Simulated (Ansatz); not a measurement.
Relaxation of AlCl₂HO (5 atoms, charge 0, multiplicity 1), to a largest force component of 0.02 eV/Å in at most 40 steps.

All numbers below come from Ansatz, RKS B3LYP-D4/6-31G.

```xyz
5
Properties=species:S:1:pos:R:3:forces:R:3
Al 0.000 0.000 0.000 0.21 0.34 -0.16
Cl 0.000 0.000 2.230 0.06 -0.02 -0.65
Cl 1.931 0.000 -1.115 -0.63 0.04 0.42
O -1.542 0.000 -0.890 0.34 -1.61 0.97
H -2.051 -0.847 -0.681 0.02 1.25 -0.58
```

Where does it end, and by what steps?

The forces met the threshold. The force dipped under the threshold on the way, but the program's further checks kept it going. Limits of this set-up: no polarisation functions. After 16 steps the energy has fallen by 0.401 eV; H5 moved furthest, 0.54 Å.

```
step  energy less start (eV)  largest force component (eV/Å)  accepted
   0                  0.0000                           1.608       yes
   1                 -0.0152                           2.105       yes
   2                 -0.2931                           1.261       yes
   3                 -0.3283                           0.627       yes
   4                 -0.3918                           0.154       yes
   5                 -0.3952                           0.288       yes
   6                 -0.3991                           0.090       yes
   7                 -0.4004                           0.038       yes
   8                 -0.4007                           0.005       yes
   9                 -0.4005                           0.192        no
  10                 -0.4007                           0.010       yes
  11                 -0.4007                           0.112        no
  12                 -0.4008                           0.032       yes
  13                 -0.4008                           0.039       yes
  14                 -0.4008                           0.037       yes
  15                 -0.4008                           0.026       yes
  16                 -0.4008                           0.008       yes
```

```xyz
5
Properties=species:S:1:pos:R:3
Al 0.025 -0.102 0.084
Cl 0.204 0.026 2.247
Cl 1.835 0.145 -1.096
O -1.441 -0.379 -0.641
H -2.284 -0.537 -1.051
```

Time of the run: 67 s on 1 thread of Arm Neoverse N1 (shared host), peak memory 0.12 GiB.
